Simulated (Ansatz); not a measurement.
Two isomers of CH6FGeNSi: A = `N=C(F)[SiH2][GeH3]`, B = `F[SiH]1C[N]1[GeH3]`.

Gas-phase electronic energies from Ansatz, PBE0-D4/def2-TZVP geometries. CBS: MP2 limit from def2 TZ/QZ plus the TZ coupled-cluster correction, frozen cores. Functionals use def2-TZVPP. For Ge outer-core shells are correlated without core-valence functions, which leaves a few kJ/mol of doubt a bond. Scalar relativity is left out up to krypton. Each species was taken in one conformer, which may not be the lowest.

A:

Z-matrix (Å, degrees):
```
Si
Ge 1 2.380
C 1 1.902 2 109.5
H 1 1.485 2 111.0 3 119.5
H 1 1.486 2 111.9 3 -117.4
H 2 1.534 1 109.9 3 -60.3
H 2 1.537 1 109.6 3 179.7
H 2 1.536 1 109.7 3 60.0
F 3 1.350 1 111.7 2 62.1
N 3 1.248 1 131.3 2 -116.5
H 10 1.016 3 110.9 1 -1.5
```

B:

```xyz
11

F     0.2248   -0.8517    2.7586
Si    0.4129   -1.1501    1.2070
C     1.3890   -0.0555    0.1336
N    -0.1200   -0.0589    0.0685
Ge   -1.2394    0.8792   -1.0231
H     0.2235   -2.6010    1.0427
H     1.8326    0.8568    0.5344
H     1.8994   -0.4099   -0.7630
H    -2.6692    0.4121   -0.7167
H    -0.8681    0.5917   -2.4905
H    -1.0857    2.3874   -0.7513
```

Problem. Which is lower in electronic energy at CCSD(T)/CBS, and by how much? (Estimate.)

Solution. Computed: B, by 40.4 kcal/mol.

Problem. Give E(B) − E(A) in kcal/mol with B2PLYP, PBE-D4, r2SCAN-D4, ωB97M-V, CCSD(T)/def2-TZVPP, PBE0-D4, CCSD/def2-TZVPP. (Best estimate.)

Solution. Computed: B2PLYP -38.7, PBE-D4 -31.7, r2SCAN-D4 -36.6, ωB97M-V -38.8, CCSD(T)/def2-TZVPP -39.1, PBE0-D4 -36.2, CCSD/def2-TZVPP -40.1. None reverses the order clearly.

Largest T1 diagnostic: 0.014.

From PBE to PBE0 (25 % exact exchange), in def2-TZVPP and without D4, E(B) − E(A) moves by −4.6 kcal/mol.
